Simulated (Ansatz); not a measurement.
A nudged elastic band was laid between two geometries of CH$_{4}$NSb (7 atoms, charge 0, multiplicity 1).

The calculation used RKS B3LYP-D4/def2-SVP in Ansatz 0.2.0.

```yaml
movable_images: 9
climbing_image: yes
spring: 5.0 eV/Å²
optimiser: quadratic models (default)
start_path: through a guess of the saddle point
force_threshold: 0.05 eV/Å
iteration_limit: 42
end_points: relaxed
```

Initial state:

```xyz
7
Properties=species:S:1:pos:R:3
C -0.896 -0.529 -0.776
N -0.718 -0.502 0.476
Sb 1.173 -0.049 1.289
H -1.892 -0.810 -1.173
H -0.138 -0.286 -1.552
H 0.633 1.481 1.872
H 1.839 0.694 -0.136
```

Final state:

```xyz
7
Properties=species:S:1:pos:R:3
C -0.979 -0.114 -1.305
N -0.714 -0.630 -0.155
Sb 0.823 -0.134 1.394
H -1.290 -1.418 0.147
H -0.289 0.732 -1.524
H 0.427 1.538 1.274
H 2.023 0.025 0.169
```

Q: Which bonds break or form, and what moves?

A: Bonds broken: C1–H4. Bonds formed: N2–H4.

Q: What energy profile does the band end with?

A: It converged. The highest image is number 7 of 0 to 10, 3.22 eV above the first end and 1.84 eV above the last; the last end lies 1.38 eV above the first. Neighbouring images differ by up to 1.7 eV, so the band resolves the path poorly. A vibrational analysis at the climbing image gives one clearly imaginary mode, 1927i cm⁻¹: a first-order saddle point. The orbitals stay closed-shell, which can raise the energy where a bond breaks towards radicals; this wasn't checked here.

| image | path coordinate (Å) | energy (eV) | C1–H4 (Å) | N2–H4 (Å) |
| --- | --- | --- | --- | --- |
| 0 | 0.00 | 0.00 | 1.11 | 2.05 |
| 1 | 0.19 | 0.01 | 1.11 | 2.04 |
| 2 | 0.39 | 0.08 | 1.10 | 1.99 |
| 3 | 0.58 | 0.34 | 1.10 | 1.87 |
| 4 | 0.77 | 0.91 | 1.10 | 1.72 |
| 5 | 0.96 | 1.79 | 1.12 | 1.55 |
| 6 | 1.16 | 2.76 | 1.19 | 1.37 |
| 7 | 1.35 | 3.22 | 1.30 | 1.19 |
| 8 | 2.04 | 1.50 | 1.87 | 1.02 |
| 9 | 2.73 | 1.38 | 1.98 | 1.02 |
| 10 | 3.42 | 1.38 | 1.98 | 1.02 |

Q: What is the geometry of the highest image?

A: 
```xyz
7
Properties=species:S:1:pos:R:3
C -0.887 -0.377 -1.148
N -0.712 -0.556 0.123
Sb 1.128 -0.160 1.343
H -1.762 -0.890 -0.328
H -0.106 0.026 -1.842
H 0.483 1.348 1.879
H 1.856 0.609 -0.027
```

Time of the run: 11 min on 1 thread of Intel(R) Xeon(R) Platinum 8488C (Sapphire Rapids) (shared host), peak memory 0.24 GiB.
